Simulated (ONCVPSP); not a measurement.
Potentials for Cu compared

Generated with ld1.x 7.5 (TM, RRKJ, ultrasoft, PAW), atompaw 4.2 or ONCVPSP 4.0.1. The cutoff is in Ry: for ld1.x and atompaw files where the sum of valence levels is converged to 10 mRy in a Bessel basis, for ONCV files where the hardest occupied wave has 1 mHa per electron of residual kinetic energy. The error is the largest all-electron minus pseudo excitation energy over each file’s own four to seven test configurations (ionisations up to +4, promotions, holes and added fractions of an electron), all of which were solved. The labels leave out finer settings (local radius, basis sizes, second energies), which also bear on the numbers. Spin-polarised tests are not counted. The rows are a selection from randomly drawn settings: files with unsolved tests, undetermined cutoffs or missed reference levels are left out.

```csv
potential,cutoff (Ry),largest error (meV),bound ghosts
"ONCV, PBE, scalar-relativistic, rc 1.15/1.15/1.55 (spd), local smoothed, core correction yes, reference 3s2 3p6 3d9, qcut 9.8/10.1/12.3, projectors 2/1/2",103,-411,none
"ONCV, PBE, scalar-relativistic, rc 0.90/1.10/1.60 (spd), local smoothed, core correction no, reference 3s2 3p6 3d9, qcut 14.2/15.1/10.9, projectors 2/2/2",145,+109,none
"ONCV, revPBE, fully relativistic, rc 2.60/2.80/1.45 (spd), local smoothed, core correction yes, reference 3d10 4p1, qcut 3/3.5/11.3, projectors 2/1/2",100,-41,none
"ONCV, revPBE, scalar-relativistic, rc 1.30/1.05/1.00 (spd), local smoothed, core correction yes, reference 3s2 3p6 3d10 4s0.5, qcut 7.1/10.2/14.5, projectors 2/2/2",175,+4.6,none
```

(1) Fill in the row for Cu: ONCV, PBE, scalar-relativistic, rc 0.90/1.00/0.95/0.90 (spdf), local f, core correction yes, reference 3s2 3p6 3d9, qcut 16.6/16.7/17.2/11.4, projectors 2/1/2/0.

(2) Fill in the row for Cu: ONCV, PBEsol, scalar-relativistic, rc 0.85/1.00/0.75 (spd), local smoothed, core correction yes, reference 3s2 3p6 3d8, qcut 11/12/12.8, projectors 2/2/2.

Answers

(1) cutoff 216 Ry, largest error +2.6 meV, bound ghosts: none.

(2) cutoff 798 Ry, largest error +8.7 meV, bound ghosts: none.
